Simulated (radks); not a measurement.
Results of a calculation; reference values are marked as such.
Numerical settings for neutral neon, [Ne]. Code: a radial shooting solver on a logarithmic mesh with Libxc functionals. Model: non-relativistic Kohn-Sham, r2SCAN, spin-unpolarised, spherical densities, point nucleus; meta-GGA in the generalised Kohn-Sham scheme. The defaults (mesh step 0.008 in ln r, mesh end at 40 bohr or more with all orbitals vanishing there, Anderson mixing 0.5 over 9 steps, residual threshold near 1e-9 with the energy settled to 1e-9 hartree or 1e-11 of itself, here a cap of 56 iterations) give E = -128.935 hartree and 2p at -13.982 eV in 11 iterations. Run on one thread of a shared host, so times are rough (Arm Neoverse V2): 0.04 s of CPU time, 0.04 s wall, 11 iterations on 2496 mesh points. Changes against that run (0 stands for a change within the tolerance of the run):

setting,iterations,converged,E (mhartree),e(2p) (meV),CPU (s)
mesh step in ln r 0.003,11,yes,0,0,0.09
mesh step in ln r 0.08,12,yes,-1,-0.018,0.01
mesh step in ln r 0.03,11,yes,-0.00375,0,0.01
mesh end (bohr) 5,11,yes,+1.51,+99.5,0.03
mesh end (bohr) 3,11,yes,+114,+3.05e+03,0.03
residual threshold 1e-13,56,no,0,0,0.13
residual threshold 1e-05,10,yes,0,+0.0752,0.03
mixing 2.5,11,yes,0,+0.00485,0.04
"linear mixing, mixing 0.8",56,yes,0,+0.00828,0.14
"linear mixing, mixing 1",56,no,+2.11e+04,+1.41e+04,0.34
mixing history 2,14,yes,0,0,0.04
iteration cap 8,8,no,0,+0.471,0.02

Settings that end as converged yet miss the energy by more than 1 mhartree: mesh end (bohr) 5 (+0.00151 hartree); mesh end (bohr) 3 (+0.114 hartree). A mesh that ends early acts as a hard wall.
